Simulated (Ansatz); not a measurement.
Relaxation of Cl4F2HMo (8 atoms, charge 0, multiplicity 2), to a largest force component of 0.03 eV/Å in at most 50 steps.

Computed with UKS PBE/def2-SVP in Ansatz.

```xyz
8
Properties=species:S:1:pos:R:3
Mo 0.047 -0.001 -0.262
Cl 0.544 -0.011 3.213
F 1.774 -0.009 0.345
Cl 0.122 2.322 -0.213
Cl -1.984 0.002 0.771
Cl 0.106 -2.324 -0.233
F -0.375 0.008 -2.035
H -0.774 0.013 3.433
```

Question: Where does it end, and by what steps?

Answer: The run converged. After 4 steps the energy has fallen by 0.020 eV; H8 moved furthest, 0.04 Å.

```
step  energy less start (eV)  largest force component (eV/Å)  accepted
   0                  0.0000                           1.010       yes
   1                 -0.0162                           0.463       yes
   2                 -0.0175                           0.147       yes
   3                 -0.0199                           0.107       yes
   4                 -0.0202                           0.024       yes
```

```xyz
8
Properties=species:S:1:pos:R:3
Mo 0.047 -0.001 -0.257
Cl 0.530 -0.009 3.222
F 1.774 -0.009 0.349
Cl 0.121 2.323 -0.213
Cl -1.980 0.002 0.782
Cl 0.104 -2.324 -0.232
F -0.377 0.008 -2.029
H -0.758 0.011 3.397
```

The run took 32 s on 4 threads of Arm Neoverse V2, with other jobs on the host, peak memory 0.31 GiB.
